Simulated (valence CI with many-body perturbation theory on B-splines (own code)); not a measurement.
## Level structure of Tm36+

Computed by valence CI with perturbative core correlation (CI+MBPT): five valence electrons over a frozen Dirac-Fock core [Ar] 3d10, radial functions for each j: 11 s, 11 p, 10 d, 8 f, 5 g, 2 h, with the one-electron correlation potential Σ1 (screened to all orders), the two-electron term Σ2, the three-electron term Σ3, Breit, model QED; selected single and double excitations, second order for the rest, scaled by the run's own slope (own B-spline code, finite nucleus).

The last digits are not significant, and no measured levels were compared; by estimate large intervals hold to a few tenths of a per cent, small ones and those within an open d or f shell to about a per cent. Among the levels kept, up to 2100 cm⁻¹ of a level comes from second order outside the variational space, and about a tenth of that is noise between levels of different J, which matters for small intervals.

Levels 46 to 90 of 174, with energies above the lowest level, (4s^2 4p1/2^2 4p3/2) J=3/2. "Leading %" is the weight of the configuration and term that name the level; weights of strongly mixed levels are sums over their largest components and can fall short, so below about 35 % the name and the second component can differ from the true leading terms, or belong to a minority configuration. In the jj column 3d3/2^4 stands for four electrons in 3d with j = 3/2. Lifetimes count E1, E2, E3, M1 and M2 decay at the calculated energies, and are blank where another channel may lead or the interval is too uncertain; long ones can be off by a factor of two.

| No. | Configuration | Term | J | E (eV) | Leading % | Lifetime | Second component | Leading jj |
| --- | --- | --- | --- | --- | --- | --- | --- | --- |
| 46 | 4s2.4p2.4d | 2D | 3/2 | 297.29 | 44 | 1.65 ps | 38 % 4s2.4p2.4d 2P | 4s^2 4p3/2^2 4d5/2 (88 %) |
| 47 | 4s.4p3.4d | 4D° | 1/2 | 298.12 | 51 | 3.33 ps | 21 % 4s.4p3.4d 2P° | 4s 4p1/2^2 4p3/2 4d3/2 (90 %) |
| 48 | 4p5 | 2P° | 3/2 | 299.03 | 34 | 8.17 ps | 19 % 4s.4p3.4d 2P° | 4s 4p1/2^2 4p3/2 4d5/2 (54 %) |
| 49 | 4s.4p3.4d | 4D° | 5/2 | 299.35 | 32 | 6.15 ps | 18 % 4s.4p3.4d 4P° | 4s 4p1/2^2 4p3/2 4d5/2 (91 %) |
| 50 | 4s2.4p2.4d | 2D | 5/2 | 301.02 | 52 | 1.21 ps | 20 % 4s2.4p2.4d 2F | 4s^2 4p3/2^2 4d5/2 (88 %) |
| 51 | 4s.4p4 | 2S | 1/2 | 302.73 | 23 | 1.02 ps | 22 % 4s.4p4 2P | 4s 4p3/2^4 (61 %) |
| 52 | 4s.4p3.4d | 4D° | 7/2 | 303.02 | 16 | 4.58 ps | 12 % 4s.4p3.4d 6D° | 4s 4p1/2^2 4p3/2 4d5/2 (61 %) |
| 53 | 4s.4p3.4d | 2F° | 7/2 | 308.61 | 34 | 12.0 ps | 21 % 4s.4p3.4d 2G° | 4s 4p1/2^2 4p3/2 4d5/2 (80 %) |
| 54 | 4s2.4p2.4f | 4G° | 5/2 | 311.35 | 16 | 2.39 ps | 14 % 4s2.4p2.4f 2F° | 4s^2 4p1/2^2 4f5/2 (49 %) |
| 55 | 4s.4p3.4d | 4D° | 1/2 | 314.69 | 45 | 4.27 ps | 35 % 4s.4p3.4d 2P° | 4s 4p1/2^2 4p3/2 4d5/2 (86 %) |
| 56 | 4s.4p3.4d | 4D° | 3/2 | 317.14 | 28 | 2.66 ps | 16 % 4s.4p3.4d 4P° | 4s 4p1/2^2 4p3/2 4d5/2 (86 %) |
| 57 | 4s2.4p2.4f | 2F° | 7/2 | 320.97 | 18 | 2.67 ps | 13 % 4s2.4p2.4f 2G° | 4s^2 4p1/2^2 4f7/2 (63 %) |
| 58 | 4s.4p3.4d | 4G° | 5/2 | 320.99 | 12 | 2.27 ps | 11 % 4s.4p3.4d 4F° | 4s 4p1/2^2 4p3/2 4d5/2 (58 %) |
| 59 | 4p5 | 2P° | 3/2 | 322.95 | 40 | 1.90 ps | 17 % 4s.4p3.4d 4D° | 4p1/2^2 4p3/2^3 (40 %) |
| 60 | 4s.4p3.4d | 6D° | 1/2 | 333.78 | 38 | 35.0 ps | 20 % 4s.4p3.4d 4D° | 4s 4p1/2 4p3/2^2 4d3/2 (82 %) |
| 61 | 4s.4p3.4d | 6D° | 3/2 | 334.31 | 31 | 7.33 ps | 25 % 4s.4p3.4d 4D° | 4s 4p1/2 4p3/2^2 4d3/2 (76 %) |
| 62 | 4s.4p3.4d | 4F° | 5/2 | 334.48 | 30 | 9.91 ps | 22 % 4s.4p3.4d 6D° | 4s 4p1/2 4p3/2^2 4d3/2 (74 %) |
| 63 | 4s2.4p.4d2 | 4G° | 5/2 | 336.60 | 32 | 1.95 ps | 27 % 4s2.4p.4d2 2F° | 4s^2 4p1/2 4d3/2^2 (69 %) |
| 64 | 4s.4p3.4d | 4F° | 7/2 | 337.76 | 33 | 26.4 ps | 22 % 4s.4p3.4d 4G° | 4s 4p1/2 4p3/2^2 4d3/2 (72 %) |
| 65 | 4s.4p3.4d | 4G° | 9/2 | 343.30 | 40 | 135 ps | 19 % 4s.4p3.4d 2G° | 4s 4p1/2 4p3/2^2 4d3/2 (68 %) |
| 66 | 4s.4p3.4d | 4D° | 1/2 | 345.65 | 27 | 1.64 ps | 22 % 4s2.4p.4d2 4D° | 4s^2 4p1/2 4d3/2^2 (48 %) |
| 67 | 4s.4p3.4d | 4D° | 7/2 | 346.23 | 50 | 17.1 ps | 22 % 4s.4p3.4d 6D° | 4s 4p1/2 4p3/2^2 4d5/2 (76 %) |
| 68 | 4s.4p3.4d | 6D° | 9/2 | 348.24 | 37 | 40.1 ps | 20 % 4s.4p3.4d 4F° | 4s 4p1/2 4p3/2^2 4d5/2 (86 %) |
| 69 | 4s.4p3.4d | 4F° | 3/2 | 350.38 | 53 | 4.56 ps | 15 % 4s.4p3.4d 2D° | 4s 4p1/2 4p3/2^2 4d3/2 (78 %) |
| 70 | 4s2.4p.4d2 | 4G° | 7/2 | 350.41 | 19 | 6.51 ps | 14 % 4s.4p3.4d 4G° | 4s^2 4p1/2 4d3/2 4d5/2 (36 %) |
| 71 | 4s2.4p.4d2 | 4F° | 3/2 | 351.95 | 21 | 867 fs | 19 % 4s.4p3.4d 4D° | 4s^2 4p1/2 4d3/2^2 (54 %) |
| 72 | 4s2.4p.4d2 | 4G° | 5/2 | 351.99 | 17 | 4.56 ps | 8 % 4s2.4p2.4f 4G° | 4s^2 4p1/2 4d3/2 4d5/2 (48 %) |
| 73 | 4s.4p3.4d | 4P° | 5/2 | 352.92 | 29 | 1.30 ps | 16 % 4s.4p3.4d 4D° | 4s 4p1/2 4p3/2^2 4d3/2 (70 %) |
| 74 | 4s.4p3.4d | 2P° | 1/2 | 354.08 | 39 | 12.4 ps | 24 % 4s.4p3.4d 4D° | 4s 4p1/2 4p3/2^2 4d5/2 (66 %) |
| 75 | 4s2.4p.4d2 | 2H° | 9/2 | 354.24 | 25 | 13.6 ps | 10 % 4s.4p3.4d 2G° | 4s^2 4p1/2 4d3/2 4d5/2 (50 %) |
| 76 | 4s.4p3.4d | 4S° | 3/2 | 354.39 | 20 | 1.16 ps | 19 % 4s.4p3.4d 4P° | 4s 4p1/2 4p3/2^2 4d3/2 (68 %) |
| 77 | 4s2.4p.4d2 | 2D° | 3/2 | 354.44 | 14 | 1.94 ps | 14 % 4s2.4p.4d2 4D° | 4s^2 4p1/2 4d3/2 4d5/2 (36 %) |
| 78 | 4s.4p3.4d | 4D° | 7/2 | 354.81 | 25 | 1.99 ps | 18 % 4s2.4p.4d2 4G° | 4s 4p1/2 4p3/2^2 4d3/2 (45 %) |
| 79 | 4s.4p3.4d | 4F° | 9/2 | 355.07 | 46 | 92.0 ps | 25 % 4s.4p3.4d 2G° | 4s 4p1/2 4p3/2^2 4d5/2 (71 %) |
| 80 | 4s.4p3.4d | 2G° | 7/2 | 355.57 | 25 | 2.02 ps | 17 % 4s.4p3.4d 4D° | 4s 4p1/2 4p3/2^2 4d3/2 (58 %) |
| 81 | 4s.4p3.4d | 4F° | 5/2 | 355.84 | 25 | 3.60 ps | 10 % 4s.4p3.4d 4P° | 4s 4p1/2 4p3/2^2 4d3/2 (57 %) |
| 82 | 4s2.4p.4d2 | 4D° | 1/2 | 357.01 | 36 | 1.89 ps | 22 % 4s.4p3.4d 4D° | 4s 4p1/2 4p3/2^2 4d3/2 (34 %) |
| 83 | 4s.4p3.4d | 4G° | 11/2 | 357.04 | 91 | 40.4 ps | 6 % 4s2.4p2.4f 4G° | 4s 4p1/2 4p3/2^2 4d5/2 (90 %) |
| 84 | 4s.4p3.4d | 4P° | 1/2 | 360.82 | 28 | 1.88 ps | 23 % 4s2.4p.4d2 4P° | 4s^2 4p1/2 4d3/2 4d5/2 (43 %) |
| 85 | 4s.4p3.4d | 4D° | 5/2 | 361.03 | 22 | 2.23 ps | 8 % 4s.4p3.4d 2F° | 4s 4p1/2 4p3/2^2 4d3/2 (37 %) |
| 86 | 4s2.4p.4d2 | 4D° | 3/2 | 361.67 | 11 | 1.51 ps | 10 % 4s2.4p.4d2 2P° | 4s 4p1/2 4p3/2^2 4d3/2 (39 %) |
| 87 | 4s.4p3.4d | 4D° | 3/2 | 363.98 | 20 | 2.29 ps | 15 % 4s.4p3.4d 4P° | 4s 4p1/2 4p3/2^2 4d5/2 (53 %) |
| 88 | 4s.4p3.4d | 4D° | 7/2 | 364.28 | 21 | 1.68 ps | 10 % 4s2.4p.4d2 2G° | 4s 4p1/2 4p3/2^2 4d5/2 (33 %) |
| 89 | 4s.4p3.4d | 2S° | 1/2 | 364.91 | 48 | 2.57 ps | 20 % 4s.4p3.4d 4P° | 4s 4p1/2 4p3/2^2 4d5/2 (68 %) |
| 90 | 4s.4p3.4d | 2F° | 5/2 | 365.05 | 23 | 1.62 ps | 15 % 4s2.4p2.4f 2F° | 4s 4p1/2 4p3/2^2 4d3/2 (38 %) |

Where two levels of one J and parity lie close, their mixing, g and order are uncertain.
